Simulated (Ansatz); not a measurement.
Consider the ligand exchange at the Si–O bond: `OCO[SiH3]` + `S[CH2][GeH3]` → `[SiH3]S[CH2][GeH3]` + `OCO`.

Gas-phase electronic energies from Ansatz, PBE0-D4/def2-TZVP geometries. CCSD(T)/CBS is the MP2 limit (def2-TZVPP, def2-QZVPP) plus CCSD(T) − MP2 in def2-TZVPP, frozen cores. This one scheme is used for every species. Functionals use def2-TZVPP. B3LYP here is the variant with VWN-RPA as its local correlation; programs differ in this. For Ge outer-core shells are correlated without core-valence functions, which leaves a few kJ/mol of doubt a bond. Scalar relativity is left out up to krypton. Each species was taken in one conformer, which may not be the lowest.

(1) Is it downhill or uphill in electronic energy at CCSD(T)/CBS, and by how much? (Best estimate.)

(2) What do these levels give: PBE-D4, r2SCAN-D4, B3LYP-D4, ωB97X-V, r2SCAN, PBE0, B3LYP, SCS-MP2/def2-TZVPP, CCSD(T)/def2-TZVPP, SCS-MP2/def2-QZVPP, MP2/CBS(def2), CCSD/CBS(def2)? (An estimate is asked.)

Largest T1 diagnostic among the species: 0.011.

## Answers

(1) Ansatz gave: Uphill: ΔE = +4.2 kcal/mol.

(2) Ansatz gave: PBE-D4 1.5, r2SCAN-D4 3.9, B3LYP-D4 5.0, ωB97X-V 4.8, r2SCAN 4.1, PBE0 2.7, B3LYP 5.9, SCS-MP2/def2-TZVPP 5.7, CCSD(T)/def2-TZVPP 4.9, SCS-MP2/def2-QZVPP 5.4, MP2/CBS(def2) 3.6, CCSD/CBS(def2) 5.0 kcal/mol.

The D4 term adds −0.9 kcal/mol with B3LYP and −0.5 kcal/mol with PBE0; it sums over pairs of atoms, weighted by their polarisabilities, and B3LYP, whose exchange is more repulsive, gets the larger term. In def2-TZVPP, CCSD(T) changes the Hartree–Fock value by −3.8 kcal/mol (the triples alone add −0.7 kcal/mol) and MP2 by −4.4 kcal/mol.
